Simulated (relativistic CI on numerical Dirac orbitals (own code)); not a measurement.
# O⁵⁺: calculation against measurement

Method of calculation: Dirac-Coulomb-Breit CI, orbitals from a KLI potential per configuration, model QED, valence Slater integrals scaled by 0.85, P86 correlation estimate, and configurations built on the next ion tied to the tabulated ionisation energy (semi-empirical) (own radial code, finite nucleus).

CI space (outside the closed core 1s2): 2s, 2p, 3s, 3p, 3d, 4s, 4p, 4f, 4d. Levels of other configurations are missing.

```csv
Configuration,Term (tabulated),J,Measured (cm⁻¹),Computed,Error,Purity (%)
2s,2S,1/2,0.0,0,0,100
2p,2P°,1/2,96375.0,98478,2103,100
2p,2P°,3/2,96907.5,98995,2088,100
3s,2S,1/2,640039.8,639325,-715,100
3p,2P°,1/2,666113.2,665456,-658,100
3p,2P°,3/2,666269.8,665603,-666,100
3d,2D,3/2,674625.7,672220,-2405,100
3d,2D,5/2,674676.8,672267,-2410,100
4s,2S,1/2,852696.0,851862,-834,100
4p,2P°,1/2,863333.8,862529,-805,100
4p,2P°,3/2,863397.7,862590,-808,100
4d,2D,3/2,866880.1,865734,-1147,100
4d,2D,5/2,866901.5,865753,-1148,100
4f,2F°,5/2,867077.7,867086,8,100
4f,2F°,7/2,867087.0,867096,9,100
```

Measured levels from Moore, Selected Tables of Atomic Spectra, NSRDS-NBS 3, section 8; pairs were made by configuration, J and term (by order where the table uses no LS term), so strongly mixed levels may be paired wrongly.

Mean error by configuration (cm⁻¹): 2p 2095; 3s -715; 3p -662; 3d -2408; 4s -834; 4p -807; 4d -1147; 4f 8. Over the excited levels the mean absolute error is 1129 cm⁻¹ (14 of the 14 excited levels that our extract of the source holds in range could be paired), and the median relative error of those above 1,000 cm⁻¹ is 0.11 %.
